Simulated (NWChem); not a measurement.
C₄H₇, doublet; SMILES [CH]=C(C)C

Results from NWChem. Pople sets run with spherical d functions. Spin-unrestricted. Geometry: optimised at PBE0/def2-SVP, spin-unrestricted. No stability test was run on the SCF state. B3LYP is NWChem's, with the RPA form of VWN correlation. Vertical excitations in the gas phase; the lowest state need not have the same character in each row. Excited states of an open shell can be spin-contaminated.

**Question.** Among these, which level gives the highest value of “lowest excitation (eV)”?
A) B3LYP/6-31+G*, TDA
B) PBE/6-31+G*, TDA
C) BHandHLYP/6-31+G*, TDA

**Answer.** C, BHandHLYP/6-31+G*, TDA. Values: B3LYP/6-31+G*, TDA 2.72; PBE/6-31+G*, TDA 2.77; BHandHLYP/6-31+G*, TDA 2.91
